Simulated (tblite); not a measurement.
C4H11B2ClN2.
Atom-mapped SMILES: `[NH2:1][BH:2][B:3]([Cl:4])[N:5]1[CH2:6][CH2:7][CH2:8][CH2:9]1` (hydrogens: H10, H11 on N1; H12 on B2; H13, H14 on C6; H15, H16 on C7; H17, H18 on C8; H19, H20 on C9)

Computed with GFN2-xTB (tblite), gas phase: L-BFGS steps from a force-field or distance-geometry start until the largest atomic force falls under 0.01 eV/Å.

The end geometry, which sets the zero of energy:
```
atom  x, y, z in Å
N1      3.8084   -0.1327   -0.3901
B2      2.5098   -0.6040   -0.3511
B3      1.2533    0.5122   -0.3247
Cl4     1.6478    2.2444   -0.3662
N5     -0.1058    0.2513   -0.2551
C6     -0.7139   -1.0681   -0.2158
C7     -2.0209   -0.8551    0.5406
C8     -2.4755    0.4942   -0.0088
C9     -1.1610    1.2604   -0.1787
H10     4.6371   -0.7049   -0.3999
H11     4.0179    0.8537   -0.4097
H12     2.3910   -1.7781   -0.3326
H13    -0.9231   -1.4116   -1.2373
H14    -0.0453   -1.7836    0.2587
H15    -1.8224   -0.7818    1.6105
H16    -2.7419   -1.6510    0.3675
H17    -2.9634    0.3569   -0.9746
H18    -3.1655    1.0104    0.6553
H19    -0.9707    1.9150    0.6776
H20    -1.1610    1.8831   -1.0782
```

Question: These geometries come from the run, each turned onto the end geometry. Order them by energy, lowest first.
A.
```
atom  x, y, z in Å
N1      3.8325   -0.0991   -0.4293
B2      2.5510   -0.6259   -0.3381
B3      1.2661    0.4374   -0.0688
Cl4     1.7447    2.0942    0.3669
N5     -0.1009    0.2359   -0.2111
C6     -0.7541   -1.0500   -0.2152
C7     -2.0088   -0.8065    0.6257
C8     -2.4998    0.4697   -0.0408
C9     -1.1782    1.2124   -0.3241
H10     4.6375   -0.6082   -0.7646
H11     4.0465    0.8739   -0.2411
H12     2.4693   -1.7797   -0.5572
H13    -1.0429   -1.3071   -1.2387
H14    -0.0983   -1.8107    0.1746
H15    -1.7260   -0.5662    1.6536
H16    -2.7515   -1.6049    0.6230
H17    -2.9599    0.2458   -1.0040
H18    -3.2104    1.0406    0.5609
H19    -1.0306    2.0436    0.3568
H20    -1.1912    1.6156   -1.3410
```
B.
```
atom  x, y, z in Å
N1      3.9436   -0.2918   -0.6607
B2      2.4975   -0.5299   -0.7507
B3      1.1907    0.4903   -0.2295
Cl4     1.4752    1.2586    1.3534
N5     -0.1677    0.3403   -0.6826
C6     -0.6329   -1.0048   -0.2146
C7     -1.8495   -0.6855    0.6714
C8     -2.4954    0.4681   -0.1275
C9     -1.2419    1.3306   -0.4152
H10     4.1901   -0.3592    0.3303
H11     4.2145    0.6460   -0.9594
H12     2.1754   -1.6600   -0.9676
H13    -0.8587   -1.5973   -1.1105
H14     0.1449   -1.5609    0.3252
H15    -1.5085   -0.3461    1.6643
H16    -2.4590   -1.5811    0.8312
H17    -2.9667    0.0720   -1.0379
H18    -3.3017    1.0017    0.3874
H19    -1.0434    2.0039    0.4541
H20    -1.3116    2.0159   -1.2737
```
C.
```
atom  x, y, z in Å
N1      3.8101   -0.1282   -0.3898
B2      2.5128   -0.6028   -0.3417
B3      1.2583    0.5123   -0.2771
Cl4     1.6577    2.2445   -0.2939
N5     -0.1020    0.2505   -0.2357
C6     -0.7073   -1.0697   -0.1987
C7     -2.0321   -0.8630    0.5311
C8     -2.4767    0.5032    0.0118
C9     -1.1614    1.2563   -0.2162
H10     4.6370   -0.7006   -0.4581
H11     4.0273    0.8572   -0.3731
H12     2.3991   -1.7771   -0.3770
H13    -0.8923   -1.4202   -1.2221
H14    -0.0404   -1.7757    0.2938
H15    -1.8642   -0.8265    1.6074
H16    -2.7524   -1.6508    0.3170
H17    -3.0177    0.3844   -0.9267
H18    -3.1238    1.0283    0.7114
H19    -0.9651    1.9759    0.5841
H20    -1.1719    1.8128   -1.1591
```
D.
```
atom  x, y, z in Å
N1      3.8172   -0.1308   -0.3892
B2      2.5159   -0.5956   -0.3481
B3      1.2519    0.5149   -0.3142
Cl4     1.6447    2.2473   -0.3437
N5     -0.1077    0.2504   -0.2604
C6     -0.7131   -1.0695   -0.2134
C7     -2.0247   -0.8585    0.5373
C8     -2.4754    0.4988    0.0029
C9     -1.1618    1.2593   -0.1944
H10     4.6388   -0.7122   -0.4110
H11     4.0338    0.8546   -0.3965
H12     2.3885   -1.7695   -0.3413
H13    -0.9200   -1.4283   -1.2303
H14    -0.0396   -1.7751    0.2686
H15    -1.8429   -0.8059    1.6113
H16    -2.7477   -1.6468    0.3399
H17    -2.9861    0.3654   -0.9515
H18    -3.1450    1.0187    0.6847
H19    -0.9575    1.9315    0.6439
H20    -1.1744    1.8620   -1.1071
```
E.
```
atom  x, y, z in Å
N1      3.7946   -0.1207   -0.4091
B2      2.5015   -0.6007   -0.3549
B3      1.2621    0.5079   -0.1797
Cl4     1.6786    2.2403   -0.0325
N5     -0.0949    0.2306   -0.2177
C6     -0.7176   -1.0840   -0.2011
C7     -2.0257   -0.8442    0.5529
C8     -2.4719    0.5005   -0.0190
C9     -1.1499    1.2357   -0.2649
H10     4.6313   -0.6628   -0.5488
H11     3.9853    0.8671   -0.3331
H12     2.3630   -1.7665   -0.4618
H13    -0.9116   -1.4293   -1.2250
H14    -0.0546   -1.8062    0.2709
H15    -1.8014   -0.7448    1.6167
H16    -2.7614   -1.6382    0.4267
H17    -3.0172    0.3576   -0.9546
H18    -3.1112    1.0410    0.6737
H19    -0.9525    1.9997    0.4900
H20    -1.1515    1.7276   -1.2417
```

Answer: D (0.002 eV), C (0.007 eV), E (0.037 eV), A (0.191 eV), B (2.291 eV).

In the order of the answer:

```json
{"step": "67", "E above end (eV)": "0.002", "largest force (eV/Å)": "0.07", "rms force component (eV/Å)": "0.018", "rms distance from end (Å)": "0.022", "rms bond change (Å)": "0.001", "bond most changed (Å)": "B2–B3 +0.002"}
{"step": "61", "E above end (eV)": "0.007", "largest force (eV/Å)": "0.07", "rms force component (eV/Å)": "0.019", "rms distance from end (Å)": "0.056", "rms bond change (Å)": "0.001", "bond most changed (Å)": "C8–C9 +0.002"}
{"step": "44", "E above end (eV)": "0.037", "largest force (eV/Å)": "0.19", "rms force component (eV/Å)": "0.058", "rms distance from end (Å)": "0.123", "rms bond change (Å)": "0.004", "bond most changed (Å)": "B3–Cl4 +0.011"}
{"step": "24", "E above end (eV)": "0.191", "largest force (eV/Å)": "0.37", "rms force component (eV/Å)": "0.139", "rms distance from end (Å)": "0.261", "rms bond change (Å)": "0.006", "bond most changed (Å)": "C8–C9 +0.011"}
{"step": "9", "E above end (eV)": "2.291", "largest force (eV/Å)": "1.09", "rms force component (eV/Å)": "0.302", "rms distance from end (Å)": "0.607", "rms bond change (Å)": "0.031", "bond most changed (Å)": "N1–B2 +0.086"}
```

The cost below is that of the whole relaxation. Hardware: one thread, Arm Neoverse N1 (aarch64), no GPU, shared host. Cost: 1.3 s wall.
